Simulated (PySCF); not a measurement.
Species: C7H18GaNO.
Cartesian coordinates in Å at the PBE0-D3(BJ)/def2-SVP level; atoms count from 1:
```xyz
28
C7H18GaNO angstrom
C      3.1585    1.0267    0.9338
C      2.2708    0.5813   -0.2022
O      1.0266    0.2088    0.3311
C      0.1481   -0.4283   -0.5396
C     -0.3484    0.5071   -1.6400
C     -1.0701    1.7098   -1.0324
Ga    -2.1074    0.9971    0.5338
N     -0.9938   -0.8637    0.2991
C     -0.5701   -1.4336    1.5814
C     -1.8240   -1.8325   -0.4180
H      3.3032    0.2108    1.6570
H      4.1423    1.3398    0.5551
H      2.7028    1.8763    1.4632
H      2.7227   -0.2772   -0.7400
H      2.1526    1.3985   -0.9381
H      0.6400   -1.3321   -0.9713
H     -1.0122   -0.0587   -2.3125
H      0.5180    0.7830   -2.2670
H     -0.3401    2.4555   -0.6798
H     -1.7006    2.2036   -1.7868
H     -1.7419    1.4683    1.9982
H     -3.5819    0.4609    0.2787
H      0.0494   -2.3366    1.4285
H      0.0024   -0.6944    2.1479
H     -1.4669   -1.7091    2.1523
H     -1.2469   -2.7430   -0.6641
H     -2.2226   -1.3978   -1.3417
H     -2.6791   -2.1063    0.2124
```

Computed with PBE0-D3(BJ)/def2-SVP geometry optimisation, gas phase in PySCF 2.14.0.

Problem. Which atoms are bound to Ga7, and at what distances?

Solution. 4 atoms: H21 1.581 Å, H22 1.590 Å, C6 2.009 Å, N8 2.181 Å. The nearest atom not counted as bound is H19, at 2.59 Å.

Problem. List the angles at Ga7.

Solution. 
| angle | degrees | distance of the outer atoms (Å) |
| --- | --- | --- |
| C6–Ga7–H21 | 119.8 | 3.11 |
| C6–Ga7–H22 | 118.3 | 3.10 |
| H21–Ga7–H22 | 117.6 | 2.71 |
| N8–Ga7–H21 | 103.6 | 2.98 |
| N8–Ga7–H22 | 99.7 | 2.91 |
| C6–Ga7–N8 | 87.4 | 2.90 |

Problem. Describe the arrangement about Ga7 in numbers.

Solution. Angles from 87.4° to 119.8°; τ4 = (360° − α − β)/141° = 0.86 with α and β the two widest (0 for a square, 1 for a tetrahedron).

Problem. What are the other bond lengths?

Solution. C1–C2 1.509 Å; C2–O3 1.404 Å; O3–C4 1.391 Å; C4–C5 1.527 Å; C5–C6 1.529 Å; N8–C9 1.466 Å; N8–C10 1.463 Å; C4–N8 1.482 Å. (A selection.)

Problem. Give some angles away from the centre.

Solution. C1–C2–O3 108.3°, C2–O3–C4 116.3°, O3–C4–C5 112.1°, O3–C4–N8 105.5°, C5–C4–N8 109.7°, C4–C5–C6 110.4°, C5–C6–Ga7 105.9°, Ga7–N8–C9 112.7°, Ga7–N8–C10 109.1°, C9–N8–C10 109.6°.

Problem. What are the rotational constants (commonest isotopes, rigid rotor)?

Solution. A = 1335, B = 687.7, C = 615.1 MHz: an asymmetric top.

Point group: C1 (no symmetry element, even within 0.4 Å). Charge 0, singlet. PBE0-D3(BJ)/def2-SVP frequencies: not computed here.

One conformer stands for the species.
